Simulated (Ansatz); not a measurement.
Relaxation of CH$_{6}$BFOS (11 atoms, charge 0, multiplicity 1), to a largest force component of 0.03 eV/Å in at most 50 steps.

Method: RHF/def2-SVP in Ansatz 0.2.0.

```xyz
11
Properties=species:S:1:pos:R:3
B -0.170 -0.199 0.219
O -0.332 -0.527 1.547
H -1.228 -0.681 1.799
F 1.087 -0.081 -0.175
C -1.358 -0.098 -0.812
H -1.702 -1.104 -1.076
H -2.212 0.438 -0.393
H -1.053 0.404 -1.731
S 0.063 2.694 1.309
H 1.359 2.602 1.001
H 0.077 1.581 2.107
```

Where does it end, and by what steps?

It converged. After 32 steps the energy has fallen by 0.191 eV; H7 moved furthest, 0.91 Å.

```
step  energy less start (eV)  largest force component (eV/Å)  accepted
   0                  0.0000                           1.036       yes
   2                 -0.1304                           0.811       yes
   4                 -0.1697                           0.227       yes
   6                 -0.1712                           0.280        no
   8                 -0.1730                           0.250        no
  10                 -0.1759                           0.065       yes
  12                 -0.1765                           0.108       yes
  14                 -0.1780                           0.051       yes
  16                 -0.1739                           0.405        no
  18                 -0.1816                           0.107       yes
  20                 -0.1789                           0.335        no
  22                 -0.1854                           0.065       yes
  24                 -0.1867                           0.074       yes
  26                 -0.1885                           0.082       yes
  28                 -0.1895                           0.041       yes
  30                 -0.1902                           0.074       yes
  32                 -0.1906                           0.018       yes
```

```xyz
11
Properties=species:S:1:pos:R:3
B -0.310 -0.391 0.279
O -0.550 -0.702 1.563
H -1.461 -0.802 1.784
F 0.969 -0.246 -0.045
C -1.399 -0.202 -0.847
H -1.156 -0.825 -1.710
H -2.415 -0.435 -0.527
H -1.381 0.836 -1.189
S 0.389 3.069 1.346
H 1.397 2.453 0.723
H 0.448 2.273 2.417
```

Time of the run: 60 s on 2 threads of Arm Neoverse V2, on a shared host, peak memory 0.2 GiB.
